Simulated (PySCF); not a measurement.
Vertical excitations of a molecule C4H9AlO from TDA-PBE/def2-SVPD in PySCF, as energy in eV (oscillator strength): 4.84 (0.035), 5.44 (0.073), 5.78 (0.082), 5.90 (0.061), 6.07 (0.025), 6.11 (0.040), 6.16 (0.060), 6.31 (0.016), 6.65 (0.042), 6.78 (0.035). Lowest triplet (TDA): 3.74 eV. Coordinates come from a PBE0-D3(BJ)/def2-SVP optimisation. The values are those of a single conformer.

Question: Identify the compound among the candidates.
A. C=[CH][Al]([OH])[CH2]C
B. C=[CH][AlH][O]CC
C. C=C[CH2][Al]([CH3])[OH]
D. C=C[CH2][AlH][O]C

Answer: C, C=C[CH2][Al]([CH3])[OH]
